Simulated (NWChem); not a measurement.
# SnI$_{2}$, singlet; SMILES [I][Sn][I]

Low-valent species are run as closed-shell singlets; no triplet was tried in these runs. def2 effective core potentials on Sn, I; no spin-orbit coupling.

Problem. Give the equilibrium geometry at PBE0/def2-SVP with def2 effective core potentials on Sn, I (NWChem) as an XYZ file, with the point group.

Solution. point group C2v; any orientation.
```
3

Sn     0.0000     0.0000     1.1874
I      2.1161     0.0000    -0.5610
I     -2.1161     0.0000    -0.5610
```
